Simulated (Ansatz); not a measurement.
Gas-phase electronic energies from Ansatz, PBE0-D4/def2-TZVP geometries. CCSD(T)/CBS is the MP2 limit (def2-TZVPP, def2-QZVPP) plus CCSD(T) − MP2 in def2-TZVPP, frozen cores. Functionals use def2-TZVPP. def2 core potentials past Kr. For Sn outer-core shells are correlated without core-valence functions, which leaves a few kJ/mol of doubt a bond. Each species was taken in one conformer, which may not be the lowest.

Consider the substitution at a C–C bond: `C[C@@H]1C[Si@@H]1F` + `[F][SnH]([SH])[Cl]` → `C[S][SnH]([F])[Cl]` + `F[SiH]1CC1`.

```csv
level,ΔE (kcal/mol),difference from CCSD(T)/CBS
LDA (SPW92),2.9,0.9
PBE-D4,1.6,-0.4
PBE0-D4,2.0,0.0
r2SCAN0-D4,2.1,0.1
PBE,1.7,-0.3
r2SCANh,2.0,0.0
r2SCAN0,2.1,0.1
BHLYP,2.4,0.4
CAM-B3LYP,2.5,0.5
HF/def2-SVP,4.8,2.8
MP2/def2-SVP,5.6,3.6
CCSD(T)/def2-SVP,5.6,3.6
HF/def2-TZVPP,2.6,0.6
CCSD/def2-TZVPP,3.0,1.0
HF/def2-QZVPP,2.6,0.6
MP2/def2-QZVPP,2.0,0.0
CCSD(T)/CBS,2.0,0
```

Largest T1 diagnostic among the species: 0.013.

At CCSD(T), def2-SVP lies +3.6 kcal/mol from the extrapolated value and def2-TZVPP +0.8 kcal/mol. Leaving LDA and LC-ωPBE aside and taking each functional with its dispersion term where it has one, the values, not all of them listed here, spread over 1.3 kcal/mol, from BLYP-D4 to B97M-V. LDA lies +1.3 kcal/mol from PBE without D4.
